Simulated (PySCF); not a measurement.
# Vertical excitation energies

Compound: CH4B3BrO3.
SMILES with atom numbers: `[CH3:1][B:2]1[O:3][BH:4][O:5][B:6]([Br:7])[O:8]1` (hydrogens: H9, H10, H11 on C1; H12 on B4)

Computed, not measured: PySCF, TDDFT CAM-B3LYP/def2-SVPD, vertical, gas phase, core orbitals frozen in the response. Isolated species at its PBE0-D3(BJ)/def2-SVP geometry, gas phase. The CAM-B3LYP/def2-SVPD calculation is non-relativistic and has no spin–orbit coupling, an omission that weighs most on bromine.

Problem. What does the calculation give for the low-lying excited states?

Solution. 

```tsv
state	E (eV)	λ (nm)	f	|μ| (D)	main configurations (H = HOMO, L = LUMO)
S1	6.78	182.8	0.0000	0.01	H→L+2 (38%), H→L (34%), H→L+1 (20%)
S2	7.45	166.5	0.234	2.88	H-1→L (37%), H-1→L+2 (33%), H-1→L+1 (21%)
S3	7.54	164.5	0.046	1.26	H→L+1 (48%), H→L+3 (27%), H→L (17%)
S4	7.76	159.7	0.058	1.41	H-1→L+1 (50%), H-1→L+3 (23%), H-1→L (19%)
S5	7.84	158.1	0.027	0.95	H-3→L (43%), H-2→L (26%), H-3→L+1 (11%)
S6	7.89	157.1	0.0014	0.22	H-2→L (37%), H-3→L (20%), H-2→L+1 (10%)
```

The lowest singlet comes at 183 nm (654 kJ/mol) in the vacuum ultraviolet; it is dark (f under 0.0005); its leading configuration is HOMO→LUMO+2 (38%). The strongest level in the table is S2 at 7.45 eV (166 nm, f = 0.234). Löwdin shares by element: HOMO bromine 86%, boron 8% or more; LUMO (one of a set within 0.03 eV) boron 47% or more, oxygen 21% or more (atoms not listed hold the other 32%). The oscillator strengths of these states sum to 0.366; summed over the whole spectrum of an exact calculation they would give the number of electrons, 84 (Thomas–Reiche–Kuhn). The listed states span 1.11 eV, and the widest gap between neighbours is 0.67 eV (S1 to S2). Weighted by f, the mean energy of these states is 7.54 eV. Singlets were solved by full linear response.
